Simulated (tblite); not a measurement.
Parent: `[CH2:1]=[C:2]([CH2:3][CH2:4][F:5])[SiH2:6][OH:7]` with C1–C2–C3–C4 100°, C2–C3–C4–F5 73°, C1–C2–Si6–O7 -107°, C2–Si6–O7–H -52°, C4H9FOSi.

Structures optimised with GFN2-xTB, isolated species. One conformer each, not checked by frequencies here.

```
coordinate of the parent    value
                   C1=C2  1.325 Å
                   C2–C3  1.509 Å
                   C3–C4  1.525 Å
                   C4–F5  1.380 Å
                  C2–Si6  1.900 Å
                  Si6–O7  1.621 Å
                C1–C2–C3   119.4°
               C1–C2–Si6   122.1°
               C3–C2–Si6   118.6°
                C2–C3–C4   112.2°
                C3–C4–F5   111.3°
               C2–Si6–O7   113.2°
```

Task: How does the shared frame change in `[OH:1][SiH2:2]/[C:3](=[CH:4]\[O:5][SiH3:6])[CH2:7][CH2:8][F:9]` with H–O1–Si2–C3 -40°, O1–Si2–C3–C4 34°, C3–C4–O5–Si6 173°, Si2–C3–C7–C8 -67°, C3–C7–C8–F9 69°, C4H11FO2Si2? Atoms pair as C1 = C4, C2 = C3, C3 = C7, C4 = C8, F5 = F9, Si6 = Si2, O7 = O1 (parent first).

Result: 
```csv
parent,relative,value in the relative,change
C1=C2,C4=C3,1.328 Å,+0.003
C2–C3,C3–C7,1.500 Å,-0.009
C3–C4,C7–C8,1.525 Å,0.000
C4–F5,C8–F9,1.374 Å,-0.006
C2–Si6,C3–Si2,1.896 Å,-0.004
Si6–O7,Si2–O1,1.625 Å,+0.004
C1–C2–C3,C4–C3–C7,119.7°,+0.3
C1–C2–Si6,C4–C3–Si2,121.3°,-0.8
C3–C2–Si6,C7–C3–Si2,119.0°,+0.4
C2–C3–C4,C3–C7–C8,111.4°,-0.8
C3–C4–F5,C7–C8–F9,110.9°,-0.4
C2–Si6–O7,C3–Si2–O1,111.1°,-2.1
```

Of the parent's bonds, C2–C3 changes most (-0.009 Å). Bonds of the relative outside the shared frame: C4–O5 1.357, O5–Si6 1.626 Å. Point group C1 → C1.

Task: How does the shared frame change in `[OH:1][SiH2:2]/[C:3](=[CH:4]\[CH:5]1[CH2:6][CH2:7]1)[CH2:8][CH2:9][F:10]` with H–O1–Si2–C3 -55°, O1–Si2–C3–C4 -81°, C3–C4–C5–C6 151°, Si2–C3–C8–C9 -85°, C3–C8–C9–F10 63°, C7H13FOSi? Atoms pair as C1 = C4, C2 = C3, C3 = C8, C4 = C9, F5 = F10, Si6 = Si2, O7 = O1 (parent first).

Result: 
```
   parent   relative  value in the relative  change
    C1=C2      C4=C3                1.333 Å  +0.008
    C2–C3      C3–C8                1.510 Å  +0.001
    C3–C4      C8–C9                1.526 Å  +0.001
    C4–F5     C9–F10                1.379 Å  -0.001
   C2–Si6     C3–Si2                1.897 Å  -0.003
   Si6–O7     Si2–O1                1.625 Å  +0.004
 C1–C2–C3   C4–C3–C8                 118.3°    -1.1
C1–C2–Si6  C4–C3–Si2                 125.4°    +3.3
C3–C2–Si6  C8–C3–Si2                 116.2°    -2.4
 C2–C3–C4   C3–C8–C9                 110.6°    -1.6
 C3–C4–F5  C8–C9–F10                 111.0°    -0.3
C2–Si6–O7  C3–Si2–O1                 112.1°    -1.1
```

Of the parent's bonds, C1–C2 changes most (+0.008 Å). Bonds of the relative outside the shared frame: C4–C5 1.466, C5–C6 1.507, C6–C7 1.492, C5–C7 1.509 Å. Point group C1 → C1.

Task: How does the shared frame change in `[O:1]=[CH:2]/[CH:3]=[C:4](\[CH2:5][CH2:6][F:7])[SiH2:8][OH:9]` with O1–C2–C3–C4 171°, C3–C4–C5–C6 -82°, C4–C5–C6–F7 -67°, C3–C4–Si8–O9 101°, C4–Si8–O9–H 41°, C5H9FO2Si? Atoms pair as C1 = C3, C2 = C4, C3 = C5, C4 = C6, F5 = F7, Si6 = Si8, O7 = O9 (parent first).

Result: 
```
   parent   relative  value in the relative  change
    C1=C2      C3=C4                1.341 Å  +0.016
    C2–C3      C4–C5                1.505 Å  -0.004
    C3–C4      C5–C6                1.527 Å  +0.002
    C4–F5      C6–F7                1.379 Å  -0.001
   C2–Si6     C4–Si8                1.910 Å  +0.010
   Si6–O7     Si8–O9                1.615 Å  -0.006
 C1–C2–C3   C3–C4–C5                 122.4°    +3.0
C1–C2–Si6  C3–C4–Si8                 120.5°    -1.6
C3–C2–Si6  C5–C4–Si8                 117.0°    -1.6
 C2–C3–C4   C4–C5–C6                 111.1°    -1.1
 C3–C4–F5   C5–C6–F7                 110.4°    -0.9
C2–Si6–O7  C4–Si8–O9                 111.1°    -2.1
```

Of the parent's bonds, C1–C2 changes most (+0.016 Å). Bonds of the relative outside the shared frame: O1=C2 1.207, C2–C3 1.457 Å. Point group C1 → C1.

The numbers are calculated, not measured.
